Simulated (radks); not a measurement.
The numbers below are computed, except where a source is named.
Sc VII, 15 electrons, occupied as [Ne] 3s2 3p3 (the NIST ground configuration).

Level of theory: non-relativistic Kohn-Sham, PBE, spin-polarised, spherical densities, point nucleus; open shells are filled with parallel spins first (a radial shooting solver on a logarithmic mesh with Libxc functionals).

Energy parts (hartree):
part                       energy
total                  -748.61069
kinetic                 748.07278
electron-nucleus      -1714.36164
Hartree                 253.43519
exchange-correlation    -35.75702

Orbitals (lengths in bohr, moments of r in powers of bohr; r(max) is where P^2 peaks; r(90%) holds 90 % of the orbital's charge):
orbital  occ.  eigenvalue (hartree)  r(90%)   r(max)
1s up       1             -164.7395   0.131  0.04836
1s down     1             -164.6940   0.131  0.04835
2s up       1             -21.21282   0.536   0.2853
2s down     1             -21.17320   0.535   0.2855
2p up       3             -18.23614   0.505   0.2325
2p down     3             -18.17932   0.505   0.2328
3s up       1              -5.46470    1.45   0.8924
3s down     1              -5.22585    1.47   0.8919
3p up       3              -4.64206    1.52   0.9058
3p down     0              -4.41060    1.55   0.9062
3d up       0              -3.37699    1.64   0.8621
3d down     0              -3.17356    1.68   0.8553
4s up       0              -2.23932    3.02    2.062
4s down     0              -2.15834    3.08    2.088

The highest occupied level is 3p up at -126.32 eV. The spin density at the nucleus is -0.5013 e/bohr^3 (1s -0.9854, 2s 0.2384, 3s 0.2457), a Fermi contact field of -26.3 T. For comparison, the ionisation energy in NIST's Atomic Spectra Database is 138.0 eV (semi-empirical). In exact Kohn-Sham theory the highest level is minus the ionisation energy, but local and semilocal functionals leave it too shallow, through self-interaction and a potential that decays too fast; potentials with the right tail come closer.
